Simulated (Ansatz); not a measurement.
Isolated molecules relaxed with PBE0-D4/def2-TZVP in Ansatz; ΔE leaves out vibrations. CBS: MP2 limit from def2 TZ/QZ plus the TZ coupled-cluster correction, frozen cores. This one scheme is used for every species. Elements past krypton have def2 core potentials. For Te outer-core shells are correlated without core-valence functions, which leaves a few kJ/mol of doubt a bond. Each species was taken in one conformer, which may not be the lowest.

Reaction (ligand exchange at the Al–C bond): `[AlH2][CH2]C[TeH]` + `[OH][AlH2]` → `[AlH2][O][AlH2]` + `CC[TeH]`

| species | CCSD(T)/CBS(def2) energy (Eh) |
| --- | --- |
| `[AlH2][CH2]C[TeH]` | -590.02964 |
| `[OH][AlH2]` | -319.03157 |
| `[AlH2][O][AlH2]` | -561.69291 |
| `CC[TeH]` | -347.43450 |

Problem. Work out ΔE.

Solution. ΔE = (-561.69291) + (-347.43450) − (-590.02964) − (-319.03157) = -0.06620 Eh = -173.8 kJ/mol.

Largest T1 diagnostic among the species: 0.013.

From BLYP to BHLYP (50 % exact exchange), in def2-TZVPP and without D4, ΔE moves by −10.7 kJ/mol. In def2-TZVPP, CCSD(T) changes the Hartree–Fock value by +18.9 kJ/mol (the triples alone add +3.0 kJ/mol) and MP2 by +17.6 kJ/mol.
